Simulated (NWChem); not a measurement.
System: C2H4BCl; SMILES C=CBCl

Here is an NWChem input.

```
start job
memory heap 200 mb stack 900 mb global 1100 mb
geometry units angstroms noautoz
  B     -0.543778     0.049727    -0.001467
  H     -1.740758    -0.104118    -0.001941
  Cl     0.051571     1.700085    -0.000200
  C      0.426557    -1.144778    -0.001679
  C     -0.050359    -2.402070     0.001358
  H      1.512284    -0.990957    -0.003599
  H      0.601478    -3.282893     0.002137
  H     -1.128789    -2.595982     0.003339
end
basis spherical
  B library def2-svpd
  H library def2-svpd
  Cl library def2-svpd
  C library def2-svpd
end
dft
  xc hfexch
  iterations 150
end
tddft
  nroots 8
  notriplet
end
task tddft energy
```

Parts of the log:

```
             Northwest Computational Chemistry Package (NWChem) 7.3.0
             --------------------------------------------------------

 C1  symmetry detected

                             Geometry "geometry" -> ""
                             -------------------------

 Output coordinates in angstroms (scale by  1.889725989 to convert to a.u.)

  No.       Tag          Charge          X              Y              Z
 ---- ---------------- ---------- -------------- -------------- --------------
    1 B                    5.0000    -0.53451494     0.03162320    -0.00138669
    2 H                    1.0000    -1.73300045    -0.11001341    -0.00247005
    3 Cl                  17.0000     0.07762370     1.67582708     0.00047700
    4 C                    6.0000     0.42359467    -1.17270990    -0.00135082
    5 C                    6.0000    -0.06611291    -2.42507612     0.00122027
    6 H                    1.0000     1.51083389    -1.02996291    -0.00271542
    7 H                    1.0000     0.57671199    -3.31249739     0.00215116
    8 H                    1.0000    -1.14646418    -2.60798642     0.00264194

 Effective nuclear repulsion energy (a.u.)     120.5612700034

  xc_inp: hfexch multiplicative factor not found.

                                 NWChem DFT Module
                                 -----------------

 Summary of "ao basis" -> "ao basis" (spherical)
 ------------------------------------------------------------------------------
       Tag                 Description            Shells   Functions and Types
 ---------------- ------------------------------  ------  ---------------------
 B                         def2-svpd                 8       20   4s2p2d
 H                         def2-svpd                 4        8   2s2p
 Cl                        def2-svpd                11       27   5s4p2d
 C                         def2-svpd                 8       20   4s2p2d

            General Information
            -------------------
          SCF calculation type: DFT
          Wavefunction type:  closed shell.
          No. of atoms     :     8
          No. of electrons :    38
           Alpha electrons :    19
            Beta electrons :    19
          Charge           :     0
          Spin multiplicity:     1
          Use of symmetry is: off; symmetry adaption is: off
          Maximum number of iterations: 150
          AO basis - number of functions:   119
                     number of shells:    51
          Convergence on energy requested:  1.00D-06
          Convergence on density requested:  1.00D-05
          Convergence on gradient requested:  5.00D-04

              XC Information
              --------------
                     Hartree-Fock (Exact) Exchange  1.000

      Superposition of Atomic Density Guess
      -------------------------------------

 Sum of atomic energies:        -561.08097106

      Non-variational initial energy
      ------------------------------

 Total energy =    -562.974305
 1-e energy   =   -1008.692825
 2-e energy   =     325.157250
 HOMO         =      -0.353950
 LUMO         =      -0.069247

   convergence    iter        energy       DeltaE   RMS-Dens  Diis-err
 ---------------- ----- ----------------- --------- --------- ---------
 d= 0,ls=0.0,diis     1   -562.0117543725 -6.83D+02  5.77D-03  2.35D-01
 d= 0,ls=0.0,diis     2   -562.0542323243 -4.25D-02  2.50D-03  2.38D-02
 d= 0,ls=0.0,diis     3   -562.0584054802 -4.17D-03  7.07D-04  3.01D-03
 d= 0,ls=0.0,diis     4   -562.0589962941 -5.91D-04  1.49D-04  4.43D-05
 d= 0,ls=0.0,diis     5   -562.0590111781 -1.49D-05  3.84D-05  6.06D-06
  Resetting Diis
 d= 0,ls=0.0,diis     6   -562.0590129349 -1.76D-06  1.65D-05  1.10D-06
 d= 0,ls=0.0,diis     7   -562.0590132407 -3.06D-07  4.63D-06  6.14D-08

         Total DFT energy =     -562.059013240676
      One electron energy =    -1011.529832463019
           Coulomb energy =      372.092011596593
    Exchange-Corr. energy =      -43.182462377644
 Nuclear repulsion energy =      120.561270003394

 Numeric. integr. density =        0.000000000000

                       DFT Final Molecular Orbital Analysis
                       ------------------------------------

[...]

                                NWChem TDDFT Module
                                -------------------

            General Information
            -------------------
           No. of orbitals :     238
            Alpha orbitals :     119
             Beta orbitals :     119
        Alpha frozen cores :       0
         Beta frozen cores :       0
     Alpha frozen virtuals :       0
      Beta frozen virtuals :       0
         Spin multiplicity :       1
    Number of AO functions :     119
        Use of symmetry is : off
      Symmetry adaption is : off
         Schwarz screening :  0.10D-07

              XC Information
              --------------
              Hartree-Fock (Exact) Exchange   1.00

             TDDFT Information
             -----------------
          Calculation type : TDHF
         Wavefunction type : Restricted singlets
          No. of electrons :      38
           Alpha electrons :      19
            Beta electrons :      19
              No. of roots :       8
          Max subspacesize :    5600
            Max iterations :     100
               Target root :       1
           Target symmetry : none
      Symmetry restriction : off
                 Algorithm : Optimal
        Davidson threshold :  0.10D-03

    8 smallest eigenvalue differences (eV)
--------------------------------------------------------
  No. Spin  Occ  Vir  Irrep   E(Occ)    E(Vir)   E(Diff)
--------------------------------------------------------
    1    1   19   20 a        -0.398     0.059    12.430
    2    1   19   21 a        -0.398     0.077    12.931
    3    1   18   20 a        -0.435     0.059    13.429
    4    1   19   22 a        -0.398     0.108    13.764
    5    1   18   21 a        -0.435     0.077    13.929
    6    1   19   23 a        -0.398     0.115    13.977
    7    1   19   24 a        -0.398     0.132    14.427
    8    1   19   25 a        -0.398     0.134    14.473
--------------------------------------------------------

  Entering Davidson iterations
  Restricted singlet excited states

  Iter   NTrls   NConv    DeltaV     DeltaE      Time
  ----  ------  ------  ---------  ---------  ---------
    1      8       0     0.30E+00   0.10+100        7.5
    2     24       0     0.86E-01   0.39E-01        8.9
    3     40       0     0.15E+00   0.19E-01        8.7
    4     56       0     0.93E-01   0.28E-01        8.3
    5     72       0     0.58E-01   0.19E-01        8.3
    6     88       0     0.23E-01   0.45E-02        8.4
    7    104       2     0.90E-02   0.52E-03        8.2
    8    116       2     0.29E-02   0.51E-04        7.9
    9    128       2     0.80E-03   0.41E-05        7.9
   10    140       5     0.25E-03   0.29E-06        7.8
   11    146       8     0.73E-04   0.21E-07        7.1
  ----  ------  ------  ---------  ---------  ---------
  Convergence criterion met

  Ground state a        -562.059013240676 a.u.

  ----------------------------------------------------------------------------
  Root   1 singlet a              0.233723972 a.u.                6.3600 eV
  ----------------------------------------------------------------------------
     Transition Moments    X  0.00096   Y  0.02067   Z  0.10747
     Dipole Oscillator Strength                    0.0018664127
     Electric Quadrupole                           0.0000000246
     Magnetic Dipole                               0.0000009285
     Total Oscillator Strength                     0.0018673658

     Occ.   14  a   ---  Virt.   20  a   -0.14319 X
     Occ.   15  a   ---  Virt.   20  a    0.08414 X
     Occ.   16  a   ---  Virt.   20  a   -0.29778 X
     Occ.   16  a   ---  Virt.   24  a   -0.05243 X
     Occ.   16  a   ---  Virt.   27  a   -0.05325 X
     Occ.   18  a   ---  Virt.   20  a    0.89765 X
     Occ.   18  a   ---  Virt.   27  a   -0.14985 X
     Occ.   18  a   ---  Virt.   31  a    0.08662 X
     Occ.   18  a   ---  Virt.   34  a   -0.07638 X
     Occ.   18  a   ---  Virt.   36  a    0.07354 X
  ----------------------------------------------------------------------------
  Root   2 singlet a              0.236595030 a.u.                6.4381 eV
  ----------------------------------------------------------------------------
     Transition Moments    X -0.09641   Y -1.80321   Z  0.00313
     Dipole Oscillator Strength                    0.5143379418
     Electric Quadrupole                           0.0000016005
     Magnetic Dipole                               0.0000000812
     Total Oscillator Strength                     0.5143396235

     Occ.   17  a   ---  Virt.   27  a   -0.05394 X
     Occ.   19  a   ---  Virt.   20  a   -0.97444 X
     Occ.   19  a   ---  Virt.   24  a   -0.09588 X
     Occ.   19  a   ---  Virt.   27  a   -0.07896 X
     Occ.   19  a   ---  Virt.   42  a    0.06240 X
  ----------------------------------------------------------------------------
  Root   3 singlet a              0.291132116 a.u.                7.9221 eV
  ----------------------------------------------------------------------------
     Transition Moments    X -0.00007   Y -0.00080   Z -0.01457
     Dipole Oscillator Strength                    0.0000413328
     Electric Quadrupole                           0.0000001694
     Magnetic Dipole                               0.0000045123
     Total Oscillator Strength                     0.0000460144

[...]
```

Level: Hartree-Fock/def2-SVPD, TDHF. Geometry: optimised at PBE0/def2-SVP.
